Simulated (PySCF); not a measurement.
Computed Raman spectrum (relative Raman activity) of a molecule C₅H₇F. Coordinates come from a r2SCAN-D4/def2-SVP optimisation. The values are those of a single conformer. Calculation: r2SCAN-D4/def2-SVP (PySCF). Frequencies are harmonic and unscaled.

Lines under 2 % of the strongest are left out, and lines within 2 cm⁻¹ are merged.

ν (cm⁻¹): 835 (vw), 1266 (w), 1307 (w), 1349 (vw), 1382 (m), 1445 (vw), 1456 (w), 1735 (vs), 3018 (s), 3091 (m), 3135 (m), 3162 (m), 3179 (m), 3293 (m) (against the strongest line: vs over 80 %, s over 45 %, m over 15 %, w over 4 %, vw less)

**Question.** Identify the compound among the candidates.
(A) C=CCC(=C)F
(B) C=C(F)/C=C/C
(C) C=CC/C=C\F
(D) CCC=C=CF

**Answer.** B, C=C(F)/C=C/C
